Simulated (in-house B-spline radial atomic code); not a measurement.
Radial electron density of Os XXX (Os29+), [Kr] 4d10 4f1. Level of theory: Dirac-Kohn-Sham BHandHLYP, spherical fractional occupations, Fermi nucleus of rms radius 5.4126 fm; calculated with a radial B-spline atomic code at the basis-set limit.

Caution: exact exchange at fractional occupations of open shells leaves self-interaction of up to several eV.

Columns: r (bohr), 4πr²n(r) (electrons per bohr), bar.

```
 0.00055    3.488 #
0.000662    4.679 #
0.000796    6.242 ##
0.000957    8.288 ###
 0.00115    10.94 ###
 0.00138    14.31 ####
 0.00166    18.66 ######
   0.002    24.17 ########
 0.00241    30.98 ##########
 0.00289    38.97 ############
 0.00348    48.54 ###############
 0.00418    59.22 ###################
 0.00503    70.85 ######################
 0.00605    82.61 ##########################
 0.00727    93.44 #############################
 0.00875    102.2 ################################
  0.0105    107.5 ##################################
  0.0126    108.7 ##################################
  0.0152    105.8 #################################
  0.0183    100.6 ###############################
   0.022    96.62 ##############################
  0.0264    97.58 ###############################
  0.0318    106.1 #################################
  0.0382    120.5 ######################################
   0.046      135 ##########################################
  0.0553    140.7 ############################################
  0.0665    133.7 ##########################################
  0.0799    119.5 #####################################
  0.0961      111 ###################################
   0.116    116.8 #####################################
   0.139    127.3 ########################################
   0.167      123 ######################################
   0.201    95.82 ##############################
   0.242    64.58 ####################
   0.291    53.65 #################
    0.35    60.29 ###################
    0.42    60.75 ###################
   0.505    43.88 ##############
   0.608    21.18 #######
   0.731    6.645 ##
   0.879    1.283 
    1.06   0.1388 
    1.27 0.008895 
    1.53 0.0002421
```

On this grid the curve has 4 maxima, near 0.0126, 0.0553, 0.139, 0.42 bohr.

The 4f5/2 radial function P(r) = rR(r), positive near the nucleus, with its small component Q(r) (sign convention: Q ≈ (P' + κP/r)/2c):

| r (bohr) | P | Q |
| --- | --- | --- |
| 0.022 | 0.002631 | 0.002612 |
| 0.0318 | 0.009239 | 0.006385 |
| 0.046 | 0.03067 | 0.01446 |
| 0.0665 | 0.09327 | 0.02943 |
| 0.0961 | 0.2518 | 0.05191 |
| 0.139 | 0.5812 | 0.07583 |
| 0.201 | 1.089 | 0.08602 |
| 0.291 | 1.56 | 0.06894 |
| 0.42 | 1.567 | 0.03317 |
| 0.608 | 0.9814 | 0.00558 |
| 0.879 | 0.3183 | -0.001566 |
| 1.27 | 0.04039 | -0.0004961 |
